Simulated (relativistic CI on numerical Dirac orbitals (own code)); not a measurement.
The 10-electron sequence from Ne I to Cu XX

Computed by Dirac-Coulomb-Breit CI, KLI orbitals optimised for each configuration, model QED, unscaled Slater integrals (own radial code, finite nucleus).

Configuration list (outside the closed core 1s2): 2s2 2p6, 2s2 2p5 3s, 2s2 2p5 3p, 2s2 2p5 3d, 2s 2p6 3s, 2s 2p6 3p, 2s 2p6 3d. Levels of other configurations are missing.

Energies above each ion's lowest level, in eV. Levels are followed by their leading LS label, which can pass from one level to another where the coupling changes.

| Ion | 2s2 2p6 1S_0 | 2s2 2p5 3s 3P°_2 | 2s2 2p5 3s 3P°_1 | 2s2 2p5 3s 3P°_0 | 2s2 2p5 3s 1P°_1 | 2s2 2p5 3p 3S_1 | 2s2 2p5 3p 3D_3 |
| --- | --- | --- | --- | --- | --- | --- | --- |
| Ne I | 0 | 15.047 | 15.1 | 15.142 | 15.301 | 16.71 | 16.854 |
| Mg III | 0 | 51.507 | 51.662 | 51.778 | 52.319 | 56.617 | 57.422 |
| Al IV | 0 | 75.251 | 75.483 | 75.671 | 76.352 | 82.017 | 83.155 |
| Si V | 0 | 102.74 | 103.07 | 103.36 | 104.15 | 111.16 | 112.61 |
| P VI | 0 | 133.98 | 134.42 | 134.87 | 135.74 | 144.06 | 145.82 |
| S VII | 0 | 168.97 | 169.54 | 170.2 | 171.13 | 180.73 | 182.78 |
| Cl VIII | 0 | 207.7 | 208.42 | 209.38 | 210.36 | 221.17 | 223.51 |
| Ar IX | 0 | 250.19 | 251.04 | 252.4 | 253.42 | 265.39 | 268 |
| K X | 0 | 296.41 | 297.41 | 299.29 | 300.34 | 313.37 | 316.26 |
| Ca XI | 0 | 346.36 | 347.52 | 350.05 | 351.13 | 365.13 | 368.29 |
| Sc XII | 0 | 400.05 | 401.35 | 404.7 | 405.81 | 420.65 | 424.08 |
| Ti XIII | 0 | 457.45 | 458.9 | 463.26 | 464.39 | 479.93 | 483.65 |
| V XIV | 0 | 518.58 | 520.16 | 525.73 | 526.9 | 542.95 | 546.99 |
| Cr XV | 0 | 583.41 | 585.14 | 592.13 | 593.33 | 609.72 | 614.11 |
| Mn XVI | 0 | 651.95 | 663.72 | 662.49 | 653.81 | 680.23 | 685 |
| Fe XVII | 0 | 724.19 | 738.09 | 736.81 | 726.18 | 754.46 | 759.66 |
| Co XVIII | 0 | 800.11 | 816.44 | 815.13 | 802.24 | 832.41 | 838.09 |
| Ni XIX | 0 | 879.72 | 898.8 | 897.45 | 881.98 | 914.07 | 920.31 |
| Cu XX | 0 | 963 | 985.19 | 983.8 | 965.39 | 999.43 | 1006.3 |

The lowest level keeps the configuration 2s2 2p6 and J = 0 throughout.

Between Z = 26 and 29 the energy of 2s2 2p5 3s 3P°_2 follows a local power law Z^2.6. For orientation: electrostatic splittings inside a shell grow about linearly with the screened charge, excitations that change n as its square, and fine structure as its fourth power; written in Z itself the exponents are larger, since the screened charge grows faster in proportion.

The members near neutrality are the least accurate: they can be off by several eV, miss lower levels of configurations outside the list, or start from a wrong lowest level.
